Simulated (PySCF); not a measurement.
Computed shifts of a molecule C₃H₆F₂Si, B3LYP/pcSseg-1 run with PySCF, GIAO, gas phase, atoms alike by connectivity averaged where their shifts nearly agree, in ppm (number of nuclei): ¹⁹F: -229.2 (1), -241.3 (1). ²⁹Si: 9.9 (1). ¹³C: 75.8 (1), 15.9 (1), 8.2 (1). ¹H: 5.56 (1), 5.03 (1), 4.81 (1), 1.42 (1), 1.27 (1), 0.41 (1). References: ¹⁹F against CFCl3 (σ = 161.7 ppm); ²⁹Si against TMS (σ = 338.7 ppm); ¹³C against TMS (σ = 181.3 ppm); ¹H against TMS (σ = 31.68 ppm), references at their B3LYP-D3(BJ)/def2-TZVP geometries, non-relativistic. Geometry: PBE0-D3(BJ)/def2-SVP. The values are those of a single conformer.

Question: Identify the compound among the candidates.
(A) F[SiH2]C1(F)CC1
(B) C=C(C)[SiH](F)F
(C) F[SiH2][C@@H]1C[C@@H]1F
(D) CC([SiH3])=C(F)F

Answer: C, F[SiH2][C@@H]1C[C@@H]1F
